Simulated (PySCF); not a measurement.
Identify the unknown among the candidates.

All candidates are C4H9NOSi.

| technique | computed result |
| --- | --- |
| Dipole | 1.40 D [wB97X-D/def2-SVPD] |
| Rotational structure | rotational constants A, B, C: 6.124, 1.303, 1.111 GHz [GFN2-xTB] |
| UV, first state | lowest singlet excitation: 6.45 eV (192 nm, f = 0.001) [TDDFT wB97X-D/def2-SVPD] |
| Triplet | lowest triplet excitation (Tamm–Dancoff): 5.14 eV [TDA wB97X-D/def2-SVPD] |
| UV, strongest line | among the 8 lowest singlet transitions: S4 at 7.66 eV (162 nm, f = 0.117) [TDDFT wB97X-D/def2-SVPD] |
| Polarisability | 80.1 au [wB97X-D/def2-SVPD] |

Electronic properties: PySCF, gas phase, density fitting. Levels stand in brackets. Geometry: GFN2-xTB, one conformer, isolated molecule.

Question: Which candidate is it?
A. `[SiH3]OC1=NCCC1`
B. `C=C([SiH2]N)C(C)=O`
C. `C=CCN[SiH2]C=O`
D. `C=CCNC(=O)[SiH3]`

Answer: A. It is `[SiH3]OC1=NCCC1`. Numbering: `[SiH3:1][O:2][C:3]1=[N:4][CH2:5][CH2:6][CH2:7]1`. Its formula, C4H9NOSi, gives 2 degrees of unsaturation: 1 ring and 1 π bond in the structure found. By its constants the optimised geometry is an asymmetric top.

The others, at the same levels:
- `C=CCNC(=O)[SiH3]` fails: its computed lowest singlet excitation is 4.90 eV (253 nm, f = 0.003) (against 6.45 eV), lowest triplet excitation (Tamm–Dancoff) is 4.33 eV (against 5.14 eV) and strongest line among the 8 lowest singlet transitions is S2 at 6.62 eV (187 nm, f = 0.189) (against S4 at 7.66 eV).
- `C=C([SiH2]N)C(C)=O` fails: its computed lowest singlet excitation is 3.91 eV (317 nm, f = 0.001) (against 6.45 eV), lowest triplet excitation (Tamm–Dancoff) is 3.44 eV (against 5.14 eV) and strongest line among the 8 lowest singlet transitions is S4 at 6.17 eV (201 nm, f = 0.240) (against S4 at 7.66 eV).
- `C=CCN[SiH2]C=O` fails: its computed lowest singlet excitation is 3.20 eV (387 nm, f = 0.000) (against 6.45 eV), lowest triplet excitation (Tamm–Dancoff) is 2.56 eV (against 5.14 eV) and strongest line among the 8 lowest singlet transitions is S4 at 6.62 eV (187 nm, f = 0.031) (against S4 at 7.66 eV).

Each candidate is one conformer, not necessarily the lowest. The conformers computed, where there is a choice (atom-mapped SMILES and torsion angles):
- `[CH2:1]=[CH:2][CH2:3][NH:4][C:5](=[O:6])[SiH3:7]`: C1–C2–C3–N4 129°, C2–C3–N4–C5 122°, C3–N4–C5–O6 1°
- `[CH2:1]=[C:2]([SiH2:3][NH2:4])[C:5]([CH3:6])=[O:7]`: C1–C2–Si3–N4 -7°, C1–C2–C5–C6 16°, H–N4–Si3–C2 171°, H–N4–Si3–C2 -55°
- `[CH2:1]=[CH:2][CH2:3][NH:4][SiH2:5][CH:6]=[O:7]`: C1–C2–C3–N4 -2°, C2–C3–N4–Si5 88°, C3–N4–Si5–C6 178°, N4–Si5–C6–O7 174°

The conformers of `[SiH3]OC1=NCCC1` aren't listed.
